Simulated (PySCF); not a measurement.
Isomers C$_{10}$H$_{16}$:

A. `C=C[C@@H]1C[C@@H]2CCC[C@H]1C2`
B. SMILES C1C2CC3CC1CC(C2)C3
C. `C(/CC=C)(=C\CC)C(=C)C`

Spectrum 1. ¹H NMR (300 MHz, computed): δ 6.12 (m, 1H), 5.60 (t, 1H), 5.40 (m, 1H), 5.23 (m, 1H), 5.12 (br s, 1H), 4.85 (br s, 1H), 2.98 (d, 2H), 2.18 (m, 2H), 2.04 (s, 3H), 1.01 (t, 3H). ¹³C{¹H} NMR (computed): δ 158.8 (C), 153.7 (CH), 150.6 (C), 136.6 (CH), 121.3 (CH2), 116.7 (CH2), 49.9 (CH2), 28.2 (CH3), 28.2 (CH2), 17.9 (CH3).

Spectrum 2. ¹H NMR (300 MHz, computed): δ 1.83 (m, 12H), 1.79 (m, 4H). ¹³C{¹H} NMR (computed): δ 40.8 (CH2), 31.2 (CH).

Spectrum 3. ¹H NMR (300 MHz, computed): δ 6.46 (m, 1H), 5.51 (m, 1H), 5.49 (m, 1H), 2.83 (m, 1H), 2.16 (m, 1H), 2.01 (m, 1H), 1.95 (m, 1H), 1.71 (m, 1H), 1.68 (m, 1H), 1.63 (m, 1H), 1.59 (m, 1H), 1.44 (m, 1H), 1.43 (m, 1H), 1.32 (m, 1H), 1.27 (m, 1H), 1.24 (m, 1H). ¹³C{¹H} NMR (computed): δ 148.9 (CH), 119.4 (CH2), 47.5 (CH), 42.8 (CH2), 42.5 (CH), 38.3 (CH), 36.7 (CH2), 32.9 (CH2), 32.3 (CH2), 22.2 (CH2).

Theoretical values (PySCF 2.14): coordinates at the GFN2-xTB level, shielding tensors at PBE0/pcSseg-1 (GIAO). One conformer, rapidly exchanging positions averaged, no solvent, non-relativistic Hamiltonian.

References, each an isolated molecule treated in the same way: ¹H, ¹³C vs TMS. Where no couplings were computed, multiplicities follow the n + 1 count of equivalent neighbours, and m marks all less simple cases (inequivalent or close neighbours, rings, F or P nearby). Shifts are as computed. Against solution values, carbons near 30 ppm lie about +3 ppm off and those near 130 ppm about +5 ppm. Of 1211 compounds with measured shifts, 218 miss one by over three times the rms of a fit or turn the order of signals round; such compounds aren't used in these exercises.

**Question.** Match each spectrum to its structure.

**Answer.** 1–C, 2–B, 3–A.

- Spectrum 1 (C): 10 ¹³C signals; δC 158.8 is a fully substituted alkene carbon; δC 153.7 is an alkene CH.
- Spectrum 2 (B): 2 ¹³C signals; δC 40.8 is an sp3 CH2 in a ring; δC 31.2 is an sp3 CH in a ring.
- Spectrum 3 (A): 10 ¹³C signals; δC 148.9 is an alkene CH; δC 119.4 is a terminal =CH2 carbon.
